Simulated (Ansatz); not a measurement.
Start from `N=C([SiH3])CN` and change one atom or group to get `CNC(=N)[SiH3]`.

Ansatz, PBE0-D4/def2-TZVP geometries, multiplicity 1. Each molecule was computed in one conformer, which needn't be the lowest.

```
                                                                                  property  `N=C([SiH3])CN`
                                                       HOMO energy (B3LYP/def2-TZVPP) / eV            -6.91
                                                        LUMO energy (PBE0/def2-TZVPP) / eV            -0.41
                                            zero-point energy (PBE0-D4/def2-TZVP) / kJ/mol            267.0
                                                         LUMO energy (PBE/def2-TZVPP) / eV            -1.49
                                          size of the dipole moment (B3LYP/def2-TZVPP) / D             3.50
ideal-gas entropy at 298 K and 1 bar (rigid rotor, harmonic PBE0-D4/def2-TZVP) / J/(mol·K)              350
```

Task: Give the same properties after the change, and the shifts. (Best estimate.)

Result: Ansatz gave: 
```csv
property,`CNC(=N)[SiH3]`,shift
HOMO energy (B3LYP/def2-TZVPP) / eV,-6.50,0.41
LUMO energy (PBE0/def2-TZVPP) / eV,-0.02,0.39
zero-point energy (PBE0-D4/def2-TZVP) / kJ/mol,266.2,-0.8
LUMO energy (PBE/def2-TZVPP) / eV,-0.95,0.54
size of the dipole moment (B3LYP/def2-TZVPP) / D,2.28,-1.22
"ideal-gas entropy at 298 K and 1 bar (rigid rotor, harmonic PBE0-D4/def2-TZVP) / J/(mol·K)",353,3
```

Dipoles are sizes alone; their direction can turn.

Positive LUMOs are unbound, so they and the gaps depend on the basis.

B3LYP here is the variant with VWN-RPA as its local correlation; programs differ in this.
